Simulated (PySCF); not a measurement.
Au⁶⁶⁺ (gold, charge +66) across methods

[Ne] 3s2 3p1, 2P determinant. Computed with PySCF 2.14 in an even-tempered Gaussian basis (17 s from 19 bohr⁻², ratio 2.5; 12 p from 25 bohr⁻², ratio 2.5; 4 d from 95 bohr⁻², ratio 2.7; 4 f from 140 bohr⁻², ratio 2.7), with the spin-free X2C one-electron Hamiltonian (Gaussian nucleus).

```tsv
method	E (hartree)	mean ε 3s α (eV)	mean ε 3s β (eV)	mean ε 3p α (eV)	Σ⟨r²⟩ (bohr²)	⟨S²⟩
M06-L	-13682.45	-8039.7	-8020.2	-7506.3	0.1386	0.750
r2SCAN	-13682.90	-8041.1	-8022.5	-7508.4	0.1387	0.750
LDA	-13671.21	-8033.4	-8019.3	-7500.7	0.1387	0.750
M06	-13683.60	-8057.9	-8039.0	-7519.0	0.1386	0.750
PBE	-13683.14	-8037.3	-8022.2	-7504.4	0.1386	0.750
UHF	-13681.29589	-8103.7	-8072.6	-7567.4	0.1387	0.750
PBE0	-13682.81	-8054.3	-8035.3	-7520.4	0.1387	0.750
```

Spin-orbit coupling, absent here, splits the open shell strongly.
